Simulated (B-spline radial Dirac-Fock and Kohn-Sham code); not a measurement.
## Total conversion coefficients of Tl against transition energy

Calculated with a B-spline atomic structure program, using a Dirac-Hartree-Slater potential of the neutral atom with a Latter tail (no hole, which puts coefficients of high multipoles low close above an edge), finite nucleus with surface currents. Subshells within 1 keV of threshold and pair formation are left out.

```csv
energy (keV),E1,E2,E3,E4,E5,M5
13.8,11.8,58400,1.32e+07,1.99e+09,3.45e+11,1.69e+12
19.5,7.38,15900,2.20e+06,1.57e+08,1.48e+10,7.54e+10
20,6.90,14000,1.89e+06,1.31e+08,1.18e+10,6.03e+10
33.4,1.75,1100,89000,3.68e+06,1.52e+08,7.33e+08
35.9,1.44,770,58100,2.25e+06,8.50e+07,4.00e+08
37.8,1.25,597,42800,1.59e+06,5.62e+07,2.60e+08
50,0.587,152,8270,242000,6.27e+06,2.59e+07
67.4,0.261,35.7,1460,33200,645000,2.34e+06
81.3,0.157,14.6,494,9690,159000,534000
89.5,0.568,9.75,286,5170,78200,253000
97.1,0.464,6.85,180,3050,43000,136000
100,0.431,6.04,153,2520,34700,108000
109,0.348,4.21,94.2,1440,18500,56600
200,0.0763,0.414,3.82,33.2,257,820
230,0.0542,0.258,1.96,14.7,101,342
337,0.0220,0.0797,0.377,1.88,9.20,38.0
375,0.0173,0.0592,0.251,1.12,4.96,21.6
470,0.0106,0.0330,0.114,0.410,1.48,6.92
500,0.00927,0.0283,0.0937,0.318,1.09,5.14
511,0.00886,0.0269,0.0875,0.292,0.978,4.64
545,0.00775,0.0231,0.0718,0.227,0.720,3.43
565,0.00720,0.0212,0.0645,0.198,0.610,2.91
579,0.00685,0.0201,0.0601,0.181,0.546,2.60
581,0.00681,0.0199,0.0595,0.178,0.537,2.56
599,0.00640,0.0186,0.0545,0.160,0.469,2.23
650,0.00544,0.0155,0.0433,0.120,0.330,1.56
1000,0.00241,0.00638,0.0148,0.0319,0.0669,0.271
2000,0.000736,0.00174,0.00338,0.00582,0.00945,0.0263
2220,0.000622,0.00144,0.00274,0.00463,0.00732,0.0193
```

Q: How fast do they fall between 1000 and 2220 keV?

A: As powers of the energy: E1 E^-1.70, E2 E^-1.87, E3 E^-2.11, E4 E^-2.42, E5 E^-2.77, M5 E^-3.31. Within one type (E or M) the higher multipoles fall faster.
